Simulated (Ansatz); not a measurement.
Two isomers of CH4BrClSi: A = `ClC[SiH2]Br`, B = `[SiH3]C(Cl)Br`.

Computed with Ansatz on PBE0-D4/def2-TZVP structures; ΔE is electronic, products minus reactants. CBS: MP2 limit from def2 TZ/QZ plus the TZ coupled-cluster correction, frozen cores. Functionals use def2-TZVPP. B3LYP here is the variant with VWN-RPA as its local correlation; programs differ in this. For Br outer-core shells are correlated without core-valence functions, which leaves a few kJ/mol of doubt a bond. Scalar relativity is left out up to krypton. One conformer a species, not always the lowest.

A:

```xyz
8

Cl   -2.215    0.181    0.249
C    -0.562   -0.187    0.794
Si    0.657   -0.037   -0.625
Br    0.766    2.069   -1.298
H    -0.314    0.496    1.607
H    -0.558   -1.206    1.187
H     2.004   -0.438   -0.150
H     0.222   -0.877   -1.763
```

B:

Z-matrix (Å, degrees):
```
Si
C 1 1.894
H 1 1.483 2 108.5
H 1 1.480 2 107.8 3 120.5
H 1 1.485 2 108.2 3 -119.6
Cl 2 1.769 1 110.0 3 178.3
Br 2 1.945 1 108.7 3 -58.9
H 2 1.088 1 113.8 3 58.0
```

Task: Which isomer does CCSD(T)/CBS put lower? Give the gap. (Estimate.)

Result: Ansatz gave: A, by 37.7 kcal/mol.

Task: Give E(B) − E(A) in kcal/mol with CCSD(T)/def2-TZVPP, B3LYP, PBE0-D4, r2SCAN-D4, ωB97M-V, PBE-D4, CCSD/def2-TZVPP. (An estimate is asked.)

Result: Computed: CCSD(T)/def2-TZVPP 36.6, B3LYP 37.3, PBE0-D4 38.0, r2SCAN-D4 37.9, ωB97M-V 38.1, PBE-D4 35.8, CCSD/def2-TZVPP 37.6. None reverses the order clearly.

Largest T1 diagnostic: 0.009.

In def2-TZVPP, CCSD(T) changes the Hartree–Fock value by −4.7 kcal/mol (the triples alone add −0.9 kcal/mol) and MP2 by −4.1 kcal/mol. From PBE to PBE0 (25 % exact exchange), in def2-TZVPP and without D4, E(B) − E(A) moves by +2.2 kcal/mol.
